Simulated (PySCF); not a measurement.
GeHF, SMILES [F][GeH] (connectivity only; charge and spin as stated), neutral, multiplicity 1. Geometry optimised at ωB97X-D3(BJ)/def2-TZVP.

The numbers are results of ωB97X-D3(BJ)/def2-TZVP (PySCF), not measurements.

Harmonic wavenumbers (cm⁻¹): 671, 783, 1919. Rotational constants (GHz): 199.8, 10.78, 10.23; symmetry number 1.

Question: Work out the zero-point energy and the ideal-gas rigid-rotor harmonic-oscillator thermochemistry at 298.15 K and 1 atm.

Answer: ZPE = ½ Σ hcν = ½ × 3372 cm⁻¹ = 4.82 kcal/mol. H − E(el) = 7.32 kcal/mol. Entropy in cal/(mol K): translation 39.49, rotation 20.22, vibration 0.57, total 60.27. G − E(el) = -10.65 kcal/mol. Cp = 9.53 cal/(mol K).
